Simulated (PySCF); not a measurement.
ClFH2Se2Si. Atoms are numbered in the order given.

```xyz
7

F     -1.1007    -0.7705    -1.5685
Si    -0.4764    -0.1535    -0.2091
Cl    -2.0151     0.0998     1.1141
Se     0.4773     1.7630    -0.8763
Se     0.9292    -1.5627     0.8142
H      1.0649     1.9789     0.4499
H      1.9445    -1.4023    -0.2331
```

Geometry: ωB97X-D3(BJ)/def2-SVP. The values are those of a single conformer.

Computed with PBE/pcSseg-1 run with PySCF.

GIAO shieldings, no solvent; atoms listed in one row are averaged. δ = σ(ref) − σ: ¹⁹F against CFCl3 (σ = 133.6 ppm); ²⁹Si against TMS (σ = 335.4 ppm); ³⁵Cl against HCl (σ = 936.5 ppm); ⁷⁷Se against Me2Se (σ = 1634.8 ppm); ¹H against TMS (σ = 31.49 ppm), references at their B3LYP-D3(BJ)/def2-TZVP geometries, non-relativistic (without spin–orbit terms, shifts of atoms bonded to Cl or Br come out too high).

Computed chemical shifts:
| nucleus | atoms | count | δ (ppm) |
|---|---|---|---|
| ¹⁹F | F1 | 1 | -111.7 |
| ²⁹Si | Si2 | 1 | 47.9 |
| ³⁵Cl | Cl3 | 1 | 192.6 |
| ⁷⁷Se | Se5 | 1 | -156.8 |
| ⁷⁷Se | Se4 | 1 | -177.4 |
| ¹H | H7 | 1 | 2.03 |
| ¹H | H6 | 1 | 1.67 |
